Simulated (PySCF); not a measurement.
# Broadened absorption spectrum of C5H8OSi

Compound: C5H8OSi.
SMILES: `[SiH3]Cc1ccco1`

Method used: TDDFT wB97X-D/def2-SVPD, vertical, gas phase, core orbitals frozen in the response (PySCF). Geometry: GFN2-xTB, one conformer, isolated molecule. Torsions of this conformer, `[SiH3:1][CH2:2][c:3]1[cH:4][cH:5][cH:6][o:7]1`: Si1–C2–C3–C4 98°.

Broadening: Gaussians 0.3 eV wide at half height, area fixed by f = 4.319×10⁻⁹ ∫ε dν̃. The width is an assumption, not a result. The curve ends short of the highest state used, and states not computed would add to its high-energy end.

```
λ (nm)  ε (L mol⁻¹ cm⁻¹)
 178.2              2164
 179.1              2344
 180.0              2421
 180.9              2378
 181.7              2240
 182.6              1991
 183.5              1678
 184.4              1339
 185.3              1012
 186.2               725
 187.1               493
 188.0               319
 188.9               198
 189.8               121
 190.6                83
 191.5                66
 192.4                73
 193.3               102
 194.2               157
 195.1               245
 196.0               382
 196.9               593
 197.8               917
 198.7              1416
 199.5              2067
 200.4              3118
 201.3              4595
 202.2              6572
 203.1              9077
 204.0             12066
 204.9             15403
 205.8             18867
 206.7             22167
 207.6             24986
 208.5             27032
 209.3             28025
 210.2             28113
 211.1             27128
 212.0             25203
 212.9             22562
 213.8             19481
 214.7             16238
 215.6             13078
 216.5             10185
 217.4              7677
 218.2              5813
 219.1              4129
 220.0              2845
 220.9              1903
 221.8              1237
 222.7               781
 223.6               480
 224.5               288
 225.4               168
 226.3                95
 227.1                57
```

(1) Where are the band maxima, and which computed states make them?

(2) On this curve, what absorbance would a 10⁻⁵ mol/L sample give at 222 nm over a 1 cm path?

Results:

(1) 210 nm (5.91 eV), ε about 28000, made up of S1 (100%); 180 nm (6.88 eV), ε about 2400, made up of S3 (53%) and S4 (44%) (ε in L mol⁻¹ cm⁻¹; maxima over ε = 5, shares over 10%). The states used: S1 5.91 eV (f 0.313); S2 6.17 eV (f 0.0060); S3 6.82 eV (f 0.016); S4 6.94 eV (f 0.013); S5 7.13 eV (f 0.0047); S6 7.42 eV (f 0.013); S7 7.51 eV (f 0.026); S8 7.56 eV (f 0.0070).

(2) 222 nm is 5.585 eV, where ε is about 1100 L mol⁻¹ cm⁻¹, so A = ε c l ≈ 0.011 (Beer–Lambert, with the gas-phase spectrum and the assumed width).

Hardware: one thread of an x86-64 server (shared host). Cost: 40 s wall (with the writing of density and orbital grids).
